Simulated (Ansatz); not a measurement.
Consider the formal exchange of groups at the Se–B bond: `[SiH3]B(Cl)[SeH]` + `C[O][GeH]([F])[F]` → `C[O][Ge]([F])([F])[SeH]` + `[SiH3]BCl`.

Isolated molecules relaxed with PBE0-D4/def2-TZVP in Ansatz; ΔE leaves out vibrations. CCSD(T)/CBS adds triple-zeta CCSD(T) − MP2 to the extrapolated MP2 energy (def2 sets, frozen cores). This one scheme is used for every species. Functionals use def2-TZVPP. B3LYP here is the variant with VWN-RPA as its local correlation; programs differ in this. For Ge, Se outer-core shells are correlated without core-valence functions, which leaves a few kJ/mol of doubt a bond. Scalar relativity is left out up to krypton. One conformer a species, not always the lowest.

`[SiH3]B(Cl)[SeH]`:

```xyz
8

Si   -0.291   -1.033    0.215
B     0.779    0.612   -0.230
Cl    2.507    0.475   -0.503
Se    0.025    2.371   -0.385
H     0.231   -1.651    1.464
H    -1.731   -0.706    0.406
H    -0.167   -2.027   -0.886
H    -1.353    1.958   -0.082
```

`C[O][GeH]([F])[F]`:

```xyz
9

C    -0.648    1.201   -0.313
O    -0.604    0.149    0.640
Ge    0.511   -1.171    0.461
F     2.114   -0.550    0.357
F     0.269   -1.914   -1.074
H    -1.418    1.901    0.015
H    -0.911    0.829   -1.308
H     0.308    1.730   -0.370
H     0.377   -2.175    1.591
```

`C[O][Ge]([F])([F])[SeH]`:

Z-matrix (Å, degrees):
```
C
O 1 1.422
H 1 1.090 2 107.0
H 1 1.094 2 111.5 3 -118.9
H 1 1.094 2 111.4 3 118.8
Ge 2 1.739 1 120.4 3 178.4
F 6 1.723 2 109.6 1 -52.6
F 6 1.723 2 110.2 1 58.6
Se 6 2.303 2 108.4 1 -177.1
H 9 1.470 6 90.0 2 -176.5
```

`[SiH3]BCl`:

```xyz
7

Si    0.393   -0.363   -0.682
B    -0.489    0.382    0.971
Cl   -1.317    1.911    0.949
H     1.845   -0.556   -0.406
H     0.236    0.515   -1.871
H    -0.190   -1.701   -0.981
H    -0.478   -0.188    2.020
```

```tsv
level	ΔE (eV)
PBE-D4	0.36
B3LYP-D4	0.28
ωB97X-V	0.28
B2PLYP	0.30
PBE	0.34
HF/def2-TZVPP	0.16
SCS-MP2/def2-TZVPP	0.33
HF/CBS(def2)	0.16
```

Task: What does CCSD(T)/CBS give? (An estimate is asked.)

Result: The calculation gave: +0.34 eV. The listed levels differ from it by 0.02, -0.06, -0.06, -0.04, 0.00, -0.18, -0.01, -0.18 eV.

Largest T1 diagnostic among the species: 0.014.

In def2-TZVPP, CCSD(T) changes the Hartree–Fock value by +0.17 eV (the triples alone add +0.03 eV) and MP2 by +0.22 eV.
